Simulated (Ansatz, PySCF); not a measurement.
Reaction R1 → P1, each structure at its B3LYP-D3(BJ)/def2-TZVP stationary point, reached from a drawn start; harmonic modes at that level show minima.
R1, C2H3N (SMILES [C-]#[N+]C) (charge 0, multiplicity 1):
```xyz
6

C     -0.4821     0.0077    -0.0106
N      0.9354    -0.0149     0.0206
C      2.0994    -0.0334     0.0462
H     -0.8457    -0.6917    -0.7631
H     -0.8772    -0.2783     0.9638
H     -0.8298     1.0106    -0.2570
```
P1, C2H3N (SMILES CC#N) (charge 0, multiplicity 1):
```tsv
atom	x (Å)	y (Å)	z (Å)
C	-0.4885	0.0037	-0.0081
C	0.9657	-0.0074	0.0159
N	2.1148	-0.0162	0.0350
H	-0.8587	-0.7598	-0.6926
H	-0.8821	-0.1975	0.9885
H	-0.8512	0.9772	-0.3388
```

P less R. No zero-point or thermal terms.

Cores are frozen in the correlated methods.

Programs: Ansatz (Gaussian basis) for Hartree–Fock, density functionals and correlated methods; PySCF for the D3/D4 terms. All values are computed, each at the level named.

PBE/def2-TZVPP gives -1.083 eV for the reaction energy.

Question: Predict the shift from PBE, with its sign, for: PBE-D3(BJ)/def2-TZVPP, r2SCAN/def2-TZVPP, PBE0/def2-TZVPP, wB97M-V/def2-TZVPP, B2PLYP/def2-TZVPP, MP2/cc-pVQZ, CCSD(T)/cc-pVQZ.

Answer: PBE-D3(BJ)/def2-TZVPP 0.004; r2SCAN/def2-TZVPP 0.007; PBE0/def2-TZVPP 0.035; wB97M-V/def2-TZVPP 0.106; B2PLYP/def2-TZVPP 0.011; MP2/cc-pVQZ -0.081; CCSD(T)/cc-pVQZ 0.034 eV. 6 of 7 lie above PBE; the widest gap is to wB97M-V/def2-TZVPP.

Ansatz is a quantum-chemistry and plane-wave program.
